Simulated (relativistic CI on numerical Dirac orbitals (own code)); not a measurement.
# Sensitivity of the levels of Sn35+ to α and to the nuclear radius

Computed by Dirac-Coulomb-Breit CI, orbitals from a KLI potential per configuration, derivatives by finite differences, unscaled Slater integrals, QED left out (own radial code, finite nucleus).

CI space (outside the closed core [Ne]): 3s²3p³, 3s3p⁴, 3s²3p²3d, 3p⁵, 3s3p³3d, 3p⁴3d, 3s²3p3d², 3s²3d³, 3s3p3d³, 3p³3d², 3p²3d³. Double excitations out of closed p, d and f shells are left out; levels of such configurations are missing from the list, as are those of other unlisted configurations, and high levels can miss mixing partners.

With x = (α/α₀)² − 1 an excitation energy changes as ω = ω₀ + qx; K = 2q/ω₀ is the relative enhancement. Terms are leading LS components, so labels can repeat. The field-shift factor is F = δν/δ⟨r²⟩ for the transition from the lowest level.

Lowest level 3s²3p³ ²P°3/2.

| Level | ω₀ (cm⁻¹) | q (cm⁻¹) | K | F (GHz/fm²) |
| --- | --- | --- | --- | --- |
| 3s²3p³ ⁴S°3/2 | 384648 | 469800 | 2.44 | -12.4 |
| 3s²3p³ ²D°5/2 | 445829 | 473800 | 2.13 | -12.6 |
| 3s²3p³ ²P°1/2 | 519498 | 477900 | 1.84 | -14.5 |
| 3s²3p³ ²P°3/2 | 910809 | 956700 | 2.1 | -30.8 |
| 3s²3p²3d ⁴F3/2 | 1118288 | 72580 | 0.13 | -44.7 |
| 3s3p⁴ ⁴P5/2 | 1143580 | 475800 | 0.832 | -436 |
| 3s²3p²3d ⁴F5/2 | 1316283 | 236000 | 0.359 | -83 |
| 3s3p⁴ ⁴P1/2 | 1332082 | 592400 | 0.889 | -495 |
| 3s3p⁴ ⁴P3/2 | 1340234 | 544600 | 0.813 | -403 |
| 3s²3p²3d ²F5/2 | 1516996 | 506000 | 0.667 | -22.4 |
| 3s²3p²3d ⁴D3/2 | 1519617 | 544600 | 0.717 | -81.2 |
| 3s²3p²3d ⁴D1/2 | 1526876 | 516800 | 0.677 | -32.6 |
| 3s3p⁴ ⁴P3/2 | 1550189 | 819500 | 1.06 | -305 |

At this charge energies of transitions that change n are usually good to better than 1 %, and those within a shell (Δn = 0) to a few per cent.
